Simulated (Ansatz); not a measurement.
Input for Ansatz (a first-principles code): R-wB97M-V/def2-TZVPPD on FH4NSe (a complex), monomers drawn apart or pushed together. Files ending in .json are basis or fitting sets from the Basis Set Exchange.

Ansatz 0.2 input:
```yaml
crystal:
  periodic: [false, false, false]
  atoms:
    - {symbol: N, position_ang: [-1.00135577, 0.59995557, 0.75958244]}
    - {symbol: Se, position_ang: [-0.20056191, -0.94693467, 0.04936699]}
    - {symbol: H, position_ang: [-0.82625228, 1.39768240, 0.15966990]}
    - {symbol: H, position_ang: [-2.00116174, 0.46821383, 0.85935833]}
    - {symbol: H, position_ang: [-0.92866737, -0.99732372, -1.24002666]}
    - {symbol: F, position_ang: [0.05869407, 0.94903019, 3.00374122]}
    - {symbol: H, position_ang: [-0.33833159, 0.80499934, 2.14547906]}
basis:
  gaussian:
    orbitals: def2-TZVPPD.json
hamiltonian:
  xc: {name: wB97M-V}
scf: {lower_state_search: off}
```

It printed:

```
WARN ansatz: RAYON_NUM_THREADS=1 ignored (pool sized by the plan → 1); use --threads N
Functional definition: wB97M-V
these checks for a lower state are left out or cut short: stability, starts, cluster_reference, orbital_swaps, neighbouring_geometries, increment
integrals: 0.15 GiB planned
1049 factors; their error is unknown
integrals: 0.19 GiB planned
275 factors; integrals over basis functions are off by at most 2.8e-5 eV
mean field: 1.29 GiB planned
mean field evaluation 1: about -69614.7756 eV, gradient 4.6e1 eV
mean field evaluation 2: about -69614.7786 eV, gradient 4.9e1 eV
mean field evaluation 4: about -69618.3018 eV, gradient 6.3e-1 eV
mean field evaluation 8: about -69618.4764 eV, gradient 3.4e-1 eV
mean field evaluation 16: about -69618.4765 eV, gradient 2.0e-5 eV
mean field -69618.47647324 eV, -2558.4318212933 hartree, gradient 2.9e-6 eV, S^2 0.000000; 0 other end points of the search recorded, 0 dependent functions left out
reference -69618.47654195 eV, -2558.4318238183 hartree; 27, 27 occupied and 175, 175 virtual orbitals, 1049 factors
Total energy: -69618.47654195 eV, -2558.4318238183 hartree
Checks for a lower state left out: stability, starts, cluster_reference, orbital_swaps, neighbouring_geometries, increment
```

The run converged.

Cost: about 7 core-seconds (a rough figure).
